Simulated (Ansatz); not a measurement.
Relaxation of C$_{2}$H$_{3}$BO (7 atoms, charge 0, multiplicity 1), to a largest force component of 0.02 eV/Å in at most 50 steps.

The calculation used Ansatz 0.2.0, RKS PBE-D4/def2-SVP.

```xyz
7
Properties=species:S:1:pos:R:3
C -0.108 0.007 1.922
C 0.002 0.174 0.721
B 0.178 0.337 -0.804
O -0.593 -0.353 -1.728
H -0.296 -0.065 2.935
H 1.064 1.058 -1.199
H -0.186 -1.225 -1.893
```

**Question.** Where does it end, and by what steps?

**Answer.** The run converged. After 9 steps the energy has fallen by 0.773 eV; H7 moved furthest, 0.64 Å.

```
step  energy less start (eV)  largest force component (eV/Å)  accepted
   0                  0.0000                           2.146       yes
   1                 -0.0654                           0.933       yes
   2                 -0.1345                           0.992       yes
   3                 -0.2155                           2.762       yes
   4                 -0.5737                           1.633       yes
   5                 -0.7506                           0.851       yes
   6                 -0.7711                           0.195       yes
   7                 -0.7721                           0.158       yes
   8                 -0.7728                           0.029       yes
   9                 -0.7728                           0.008       yes
```

```xyz
7
Properties=species:S:1:pos:R:3
C -0.159 -0.043 1.826
C 0.054 0.143 0.629
B 0.322 0.380 -0.864
O -0.136 -0.471 -1.823
H -0.342 -0.199 2.881
H 0.957 1.340 -1.255
H -0.635 -1.218 -1.440
```

Time of the run: 28 s on 1 thread of Arm Neoverse N1, on a shared host, peak memory 0.13 GiB.
